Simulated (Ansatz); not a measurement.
Compare A (`CCB(C)[SiH3]`) with its isomer B (`B[Si](C)(C)C`).

Gas-phase electronic energies from Ansatz, PBE0-D4/def2-TZVP geometries. CCSD(T)/CBS adds triple-zeta CCSD(T) − MP2 to the extrapolated MP2 energy (def2 sets, frozen cores). DFT in def2-TZVPP. B3LYP here is the variant with VWN-RPA as its local correlation; programs differ in this. One conformer a species, not always the lowest.

Question: Which isomer does CCSD(T)/CBS put lower? Give the gap. (Best estimate.)

Answer: The calculation gave: B, by 6.3 kcal/mol.

Question: Give E(B) − E(A) in kcal/mol with CCSD/def2-TZVPP, B3LYP-D4, MP2/def2-TZVPP, B3LYP, CCSD(T)/def2-TZVPP, B2PLYP, ωB97M-V. (Estimate.)

Answer: Ansatz gave: CCSD/def2-TZVPP -5.9, B3LYP-D4 -5.2, MP2/def2-TZVPP -6.7, B3LYP -4.9, CCSD(T)/def2-TZVPP -5.7, B2PLYP -5.7, ωB97M-V -6.2. None reverses the order clearly.

Largest T1 diagnostic: 0.011.

From PBE to PBE0 (25 % exact exchange), in def2-TZVPP and without D4, E(B) − E(A) moves by −0.9 kcal/mol.
